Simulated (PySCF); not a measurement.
ZnI, SMILES [Zn+][I], charge +1. The structure is a stationary point at B3LYP-D3(BJ)/def2-TZVP. The spin state was assumed, not searched. The def2 effective core potentials stand for the cores of I; spin–orbit coupling is left out.

Give the equilibrium geometry at B3LYP-D3(BJ)/def2-TZVP (PySCF confirms it by a frequency run) as Cartesian coordinates in Å, and its point group. (An estimate is asked for; the answer gives what the named calculation found.)

point group C∞v.
```xyz
2

Zn     0.0000     0.0000    -1.5361
I      0.0000     0.0000     0.8695
```
Charge +1, spin multiplicity 1.
